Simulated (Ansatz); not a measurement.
Frontier orbitals of FGeH5O2Si (`[OH][GeH2][SiH](O)F`).

Cartesian coordinates in Å:
```
O 1.292 1.367 1.132
Ge -0.013 0.179 1.414
Si -0.605 -0.637 -0.754
O 0.501 0.126 -1.696
F -2.087 -0.195 -1.166
H 1.520 1.398 0.198
H -1.162 0.904 2.136
H 0.540 -0.929 2.331
H -0.564 -2.106 -0.972
H 0.579 -0.107 -2.623
```

Charge 0, multiplicity 1. Correlated methods include outer-core shells of Ge, which these sets cover unevenly. Scalar relativity is left out up to krypton. Geometry: relaxed with PBE0-D4/def2-TZVP. It is one conformer, not always the lowest. Basis def2-TZVPP, Ansatz.

Orbital energies of one run (eV). Highest occupied ones, from the top: -8.14, -8.33, -10.07, -10.18, -10.33, -10.77, -11.99, -12.47, -13.07, -13.09, -14.67, -15.52, -16.87, -27.22. Empty: -0.72, -0.05, 0.94, 1.09, 1.57, 2.40.

**Question.** Which functional gave them?
A. BLYP
B. ωB97M-V
C. PBE0
D. HSE06 (plane-wave form)

**Answer.** C. HOMO energies: PBE0 -8.14, HSE06 -7.74, BLYP -6.62, ωB97M-V -10.23 eV.
